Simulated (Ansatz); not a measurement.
A calculation with Ansatz (development build ahead of 0.2.0).

```yaml
crystal:
  periodic: [false, false, false]
  atoms:
    - { symbol: B, position_ang: [0.0, 0.0, 0.8114] }
    - { symbol: B, position_ang: [0.0, 0.0, -0.8114] }
    - { symbol: F, position_ang: [0.0, 0.0, 2.1735] }
    - { symbol: F, position_ang: [0.0, 0.0, -2.1735] }
basis:
  gaussian: { orbitals: pcseg-2 }
magnetization:
  spin_polarized: true
hamiltonian:
  xc: { name: wB97X }
```

The input is written out in the form of the current development build from the run's settings.

Output:

```json
{
  "Converged": "yes",
  "Total energy": "-249.38040 hartree",
  "Spin squared of the determinant": "1.004",
  "Stability test": "minimum"
}
```

Caution: the unrestricted determinant is a mixture of spin states.
